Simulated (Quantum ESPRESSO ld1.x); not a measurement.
Ge II, 31 electrons, occupied as [Ar] 3d9 4s0.5 4p3.5 (fractional occupations, a model configuration).

All-electron calculation, Dirac Kohn-Sham, revPBE, spin-unpolarised, spherical densities, point nucleus; open shells are shared between the two j in proportion to 2j + 1. Program: ld1.x of Quantum ESPRESSO 7.5.

Energy parts (hartree):
total: -2097.143
kinetic: 2141.681
electron-nucleus: -5037.465
Hartree: 877.531
exchange-correlation: -78.890

Orbitals (lengths in bohr, moments of r in powers of bohr):
| orbital | occ. | eigenvalue (hartree) | <1/r> |
|---|---|---|---|
| 1s1/2 | 2 | -403.598 | 32.39 |
| 2s1/2 | 2 | -51.3093 | 7.150 |
| 2p1/2 | 2 | -45.7265 | 7.110 |
| 2p3/2 | 4 | -44.5558 | 6.916 |
| 3s1/2 | 2 | -7.02647 | 2.309 |
| 3p1/2 | 2 | -5.18094 | 2.187 |
| 3p3/2 | 4 | -5.02037 | 2.141 |
| 3d3/2 | 3.6 | -1.88811 | 1.850 |
| 3d5/2 | 5.4 | -1.86506 | 1.838 |
| 4s1/2 | 0.5 | -0.87922 | 0.6935 |
| 4p1/2 | 1.16667 | -0.52832 | 0.5707 |
| 4p3/2 | 2.33333 | -0.51652 | 0.5614 |

The highest occupied level is 4p3/2 at -14.055 eV. Summed over all electrons, <r^2> = 33.13 bohr^2, which gives a Langevin (diamagnetic) susceptibility term of -26.2 x 10^-6 cm^3/mol.
